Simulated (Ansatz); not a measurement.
Basis sets compared for VO(OH)3 (VO4H3). Total charge 0; singlet. Geometry PBE0-D4/def2-SVP. Ansatz on 4 threads of Arm Neoverse N1 on a shared host; times are rough, and most runs start from earlier orbitals.

Cartesian coordinates in Å:
```
V 0.0063 0.0009 0.0026
O 1.4226 0.2075 0.5878
O -0.8977 1.4929 0.1525
H -0.5104 2.2821 0.5486
O -0.7991 -1.2748 0.8911
H -0.3674 -1.7343 1.6206
O 0.1442 -0.4447 -1.6851
H 1.0016 -0.5297 -2.1180
```

Binding counts from free atoms (V quartet, O triplet, H doublet) in the same basis, without a counterpoise term.

| level | functions | energy (Eh) | HOMO (eV) | LUMO (eV) | binding per atom (eV) | wall time |
| --- | --- | --- | --- | --- | --- | --- |
| PBE-D4/def2-SVP | 102 | -1246.0304 | -7.07 | -2.71 | – | 1.5 s |
| PBE-D4/def2-TZVP (with forces) | 187 | -1246.5298 | -7.47 | -3.02 | – | 3.5 s |
| r2SCAN-D4/def2-TZVP | 187 | -1246.8756 | -7.87 | -3.03 | – | 6 s |
| PBE0-D4/def2-SVP | 102 | -1245.9797 | -8.86 | -2.03 | 4.17 | 2.1 s |
| PBE0-D4/def2-TZVP | 187 | -1246.4792 | -9.14 | -2.15 | – | 4 s |

Problem. Estimate the rows for PBE-D4/def2-TZVPD, r2SCAN-D4/def2-TZVPD, PBE0-D4/def2-TZVPD.

Solution. 
| level | functions | energy (Eh) | HOMO (eV) | LUMO (eV) | binding per atom (eV) | wall time |
| --- | --- | --- | --- | --- | --- | --- |
| PBE-D4/def2-TZVPD | 235 | -1246.5348 | -7.55 | -3.10 | – | 4.8 s |
| r2SCAN-D4/def2-TZVPD | 235 | -1246.8798 | -7.92 | -3.07 | – | 8 s |
| PBE0-D4/def2-TZVPD | 235 | -1246.4838 | -9.20 | -2.20 | – | 6.5 s |
